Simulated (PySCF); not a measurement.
SMILES [SeH]c1ccc(C=O)s1 (C5H4OSSe), singlet (GFN2-xTB optimised geometry):

```
12

O     -2.543    -2.273     0.003
C     -1.336    -2.325     0.002
C     -0.445    -1.194     0.000
C      0.932    -1.194     0.000
C      1.487     0.087     0.000
C      0.526     1.070     0.000
Se     0.862     2.928     0.001
S     -1.074     0.428     0.000
H     -0.797    -3.294     0.003
H      1.514    -2.099     0.000
H      2.543     0.297     0.000
H     -0.537     3.294     0.001
```

Level of theory: CAM-B3LYP/def2-TZVP (PySCF).

Problem. What are the frontier orbital energies and the dipole moment?

Solution. HOMO-2 -9.15 eV, HOMO-1 -9.08 eV, HOMO -7.72 eV, LUMO -1.04 eV, LUMO+1 0.31 eV; dipole moment 3.51 D.

Meta-Löwdin charges at CAM-B3LYP/def2-TZVP: O1 -0.42, C2 0.27, C3 -0.18, C4 -0.11, C5 -0.17, C6 -0.21, Se7 0.10, S8 0.32, H9 0.08, H10 0.14, H11 0.13, H12 0.06.
